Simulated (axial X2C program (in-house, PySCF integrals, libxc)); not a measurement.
ZrS: nuclear properties from DFT to coupled cluster

Calculated with an in-house all-electron X2C program for linear molecules (integrals from PySCF): two-component X2C with atomic mean-field Coulomb and Gaunt terms, Gaussian nuclei, basis Zr dyall-acv3z, S dyall-av3z with contracted cores.

R = 2.186 Å (near the PBE0 minimum at charge 0 of the determinant lowest at the starting distance; the state shown can have its own minimum elsewhere); state Ω = 1 (⟨Sz⟩ = -1.00, ⟨Lz⟩ = 2.00 at PBE0).

| level | Eeff magnitude (GV/cm) | Ws magnitude Zr (kHz) | A∥/gI Zr (MHz) | qzz Zr (a.u.) | A∥/gI S (MHz) | μ (D) |
| --- | --- | --- | --- | --- | --- | --- |
| PBE0 | 2.24 | 0.985 | -964 | -0.75 | -21.9 | -5.48 |
| HF | 3.31 | 1.44 | -811 | -0.72 | -11.2 | -6.62 |
| B3LYP | 2.35 | 1.03 | -1010 | -0.79 | -21 | -5.28 |

Eeff is the effective electric field on the electron electric dipole moment in this Ω state and Ws the scalar–pseudoscalar constant of the nucleus named (defined with the proton number Z and per Ω); A∥ (defined per Ω) follows by multiplying with gI = μI/(I μN); qzz is the electric field gradient, eQq0 = 234.96 MHz × Q/barn × qzz; μ is positive if the S end (last atom) is positive. The operators were transformed with the bare-nucleus X2C matrices; with these basis sets, hyperfine constants and field gradients can be off by tens of per cent, and where levels differ in sign neither size nor sign is settled.

Finite-field MP2, CCSD and CCSD(T), with 18 electrons correlated in 130 natural virtual spinors (MP2 remainder added):

| level | Eeff magnitude (GV/cm) | Ws magnitude Zr (kHz) | A∥/gI Zr (MHz) | qzz Zr (a.u.) | A∥/gI S (MHz) | μ (D) |
| --- | --- | --- | --- | --- | --- | --- |
| MP2 | 2.24 | 0.98 | -945 | -0.58 | -29.8 | -5.54 |
| CCSD | 2.57 | 1.12 | -926 | -0.63 | -18 | -5.90 |
| CCSD(T) | 2.45 | 1.07 | -923 | -0.72 | -18.8 | -5.47 |

T1 = 0.029 (Lee–Taylor). One unrestricted determinant, the lowest of a limited PBE0 search, is the reference; the functionals treat spin collinearly. With several open shells it need not be a pure state. Correlation of the inner shells is missing, which matters for properties at the nucleus. Number of frozen shells: Zr 3 s, 2 p, 1 d; S 2 s, 1 p.

Task: By how much does correlation change each value, CCSD(T) against HF?

Result: Eeff magnitude -26 %; Ws magnitude Zr -26 %; A∥/gI Zr 14 %; qzz Zr 0 %; A∥/gI S 68 %; μ -17 %.
